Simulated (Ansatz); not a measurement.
Isomers of Si$_{8}$Ge$_{8}$H$_{26}$ (singlet), relaxed with r2SCAN-D4/def2-SVP; total energies from Ansatz at PBE0-D4/def2-TZVP.

```json
{"isomer": "A", "description": "point group not assigned; 7 × Ge–Si 2.39 Å; 6 × Ge–Ge 2.42 to 2.43 Å; 6 × Si–Si 2.35 Å; 13 × H–Si 1.50 Å; 13 × Ge–H 1.54 Å", "energy (Eh)": "-18944.90141"}
{"isomer": "B", "description": "point group Cs; 7 × Ge–Ge 2.43 Å; 6 × Ge–Si 2.39 Å; 6 × Si–Si 2.35 Å; 14 × H–Si 1.50 Å; 12 × Ge–H 1.54 to 1.55 Å", "energy (Eh)": "-18944.90536"}
```

Single mean-field runs in def2-TZVP are fitted with def2-universal-jkfit.

Work out the relative energies (1 Eh = 2625.5 kJ/mol) and the Boltzmann populations at 500 K from electronic energies alone (R = 8.314 J/mol/K).

ΔE: A 10.4, B 0.0 kJ/mol. RT = 4.16 kJ/mol. Factors exp(−ΔE/RT): A 0.0821, B 1; sum 1.082. Populations: A 7.6 %, B 92.4 %. Zero-point energy, vibrational entropy and symmetry numbers are left out and can shift these; an error of 4 kJ/mol changes a ratio by a factor of 2.6. Over the other density-functional and correlated levels in def2 sets, the gap between B and A ranges from 5 to 17 kJ/mol.
